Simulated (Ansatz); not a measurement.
`ClBCCl` + HI → `ClCI` + `BCl` at 600 K and 1 bar (substitution at a C–B bond).

Gas-phase electronic energies from Ansatz, PBE0-D4/def2-TZVP geometries. CCSD(T)/CBS is the MP2 limit (def2-TZVPP, def2-QZVPP) plus CCSD(T) − MP2 in def2-TZVPP, frozen cores. This one scheme is used for every species. def2 core potentials past Kr. For I outer-core shells are correlated without core-valence functions, which leaves a few kJ/mol of doubt a bond. Each species was taken in one conformer, which may not be the lowest.

| species | CCSD(T)/CBS energy (Eh) | H − E (kJ/mol) | S (J/(mol·K)) |
| --- | --- | --- | --- |
| `ClBCCl` | -984.24021 | 154.6 | 374.2 |
| HI | -298.03592 | 31.6 | 227.0 |
| `ClCI` | -796.46468 | 106.6 | 340.2 |
| `BCl` | -485.78909 | 80.5 | 267.8 |

H − E and S are ideal-gas, rigid-rotor, harmonic terms from PBE0-D4/def2-TZVP, for one conformer and one mirror image of each species. 1 Eh = 2625.50 kJ/mol, R = 8.31446 J/(mol·K).

Problem. By hand: ΔE, ΔH, ΔS and ΔG.

Solution. ΔE = (-796.46468) + (-485.78909) − (-984.24021) − (-298.03592) = 0.02236 Eh = 58.7 kJ/mol. Δ(H − E) = 106.6 + 80.5 − 154.6 − 31.6 = 0.9, so ΔH = 59.6 kJ/mol. ΔS = 340.2 + 267.8 − 374.2 − 227.0 = 6.8 J/(mol·K). ΔG = 59.6 − 600 × (6.8)/1000 = 55.5 kJ/mol.

Problem. By hand: the equilibrium constant, and the temperature at which ΔG would vanish if ΔH and ΔS stayed fixed.

Solution. log₁₀ K = −ΔG/(RT ln 10) = -4.8. ΔG = 0 at ΔH/ΔS = 8765 K, far beyond where these terms or the molecules hold.

The number of gas molecules stays the same, so ΔS is small and ΔH decides. A doubt of 5 kJ/mol in ΔE shifts log₁₀ K by 0.4 here. Other conformers and mirror images would add mixing entropy, several J/(mol·K) or more a flexible species. These are equilibria of isolated gas molecules and say nothing of rates. Largest T1 diagnostic: 0.012 (customary marks: 0.02 for closed shells, 0.045 for open ones).
